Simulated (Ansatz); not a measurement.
Reaction (ligand exchange at the Si–N bond): `Cl[SiH2][NH][GeH2][Cl]` + `N[Si](O)(O)F` → `O[Si](O)(F)N[SiH2]Cl` + `[NH2][GeH2][Cl]`

Computed with Ansatz on PBE0-D4/def2-TZVP structures; ΔE is electronic, products minus reactants. CCSD(T)/CBS is the MP2 limit (def2-TZVPP, def2-QZVPP) plus CCSD(T) − MP2 in def2-TZVPP, frozen cores. DFT in def2-TZVPP. For Ge outer-core shells are correlated without core-valence functions, which leaves a few kJ/mol of doubt a bond. Scalar relativity is left out up to krypton. One conformer a species, not always the lowest.

`Cl[SiH2][NH][GeH2][Cl]`:

Cartesian coordinates in Å:
```
Cl -0.321 2.282 -2.024
Si 0.751 0.743 -1.165
N 0.275 0.426 0.443
Ge -0.872 -0.876 1.007
Cl 0.260 -2.543 1.783
H 2.168 1.161 -1.219
H 0.474 -0.469 -1.966
H 0.638 1.023 1.172
H -1.653 -1.385 -0.204
H -1.719 -0.362 2.174
```

`N[Si](O)(O)F`:

```xyz
9

N    -1.367    0.039    0.216
Si    0.300    0.209    0.016
O     0.604   -0.272   -1.511
O     1.104   -0.592    1.183
F     0.864    1.691    0.173
H    -1.802    0.149    1.115
H    -1.999    0.233   -0.542
H     1.398    0.067   -1.925
H     0.899   -1.524    1.276
```

`O[Si](O)(F)N[SiH2]Cl`:

Z-matrix (Å, degrees):
```
Si
O 1 1.628
F 1 1.591 2 108.6
O 1 1.619 2 106.5 3 -121.3
N 1 1.705 2 116.0 3 116.9
H 2 0.959 1 117.9 3 -56.5
H 4 0.959 1 117.2 2 27.8
Si 5 1.714 1 128.2 2 -98.0
H 5 1.011 1 115.3 2 67.2
Cl 8 2.068 5 111.5 1 67.7
H 8 1.479 5 108.2 1 -174.9
H 8 1.475 5 111.2 1 -50.3
```

`[NH2][GeH2][Cl]`:

Cartesian coordinates in Å:
```
N -0.706 -0.367 0.894
Ge 0.359 -0.120 -0.559
Cl 1.007 1.944 -0.789
H -1.589 0.123 0.864
H -0.260 -0.192 1.783
H -0.447 -0.447 -1.818
H 1.637 -0.941 -0.375
```

```tsv
level	ΔE (kcal/mol)
PBE	-0.7
SCS-MP2/def2-QZVPP	0.2
```

(1) What does CCSD(T)/CBS give? (Best estimate.)

Largest T1 diagnostic among the species: 0.011.

Answers

(1) The calculation gave: 0.0 kcal/mol. The listed levels differ from it by -0.7, 0.2 kcal/mol.
